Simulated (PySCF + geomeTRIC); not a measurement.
A geometry relaxed with M06-2X/def2-TZVP in PySCF + geomeTRIC, charge 0, multiplicity 1:

```xyz
8

C      0.1354     0.1635    -0.0410
O     -0.7217     1.1634    -0.3206
C     -1.2649    -0.1452     0.0179
H      1.7927    -1.0307     0.3035
C      1.4279    -0.0513     0.0373
H     -1.7424    -0.6576    -0.8085
H      2.1310     0.7440    -0.1625
H     -1.7710    -0.1846     0.9749
```

Task: Write the SMILES of this molecule.

Result: `C=C1CO1`
